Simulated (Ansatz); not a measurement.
Coupled-cluster diagnostics for the cluster Be₃⁺, Ansatz.

Geometry of the doublet (PBE0/def2-TZVP):

```xyz
3

Be    0.000    0.000    0.000
Be    0.892    1.744   -0.986
Be   -0.892   -1.744    0.987
```

Correlated methods freeze no core orbitals. The structure comes from a short search, and lower isomers may exist.

Geometry of the charge 1 quartet (PBE0/def2-TZVP):

| atom | x (Å) | y (Å) | z (Å) |
| --- | --- | --- | --- |
| Be1 | -0.132 | -0.414 | -1.081 |
| Be2 | 0.837 | -0.426 | 0.689 |
| Be3 | -0.705 | 0.840 | 0.392 |

(1) Estimate the CCSD(T) correlation energy, the shares of MP2 and (T), T1 and the reference's ⟨S²⟩ for: charge 1, doublet, own geometry in def2-TZVPP; charge 1, quartet, own geometry in def2-TZVPP; and the rough time on 4 threads of Arm Neoverse V1 on a shared host.

Answers

(1) 
```tsv
state	basis	correlation (eV)	MP2 share (%)	(T) share (%)	T1	⟨S²⟩ (pure)	wall time	remarks
charge 1, doublet, own geometry	def2-TZVPP	-5.019	74.4	2.0	0.054	1.13 (0.75)	1.3 s	large T1, spin-contaminated
charge 1, quartet, own geometry	def2-TZVPP	-4.794	80.1	2.7	0.030	3.81 (3.75)	1.1 s	–
```
Customary marks for T1 are 0.02 (closed shells), 0.045 (open shells) and about 0.05 (3d metals). T1 exceeds 0.02 in 2 of 2 rows and 0.045 in 1; the higher it lies, the less the single-reference result can be trusted.
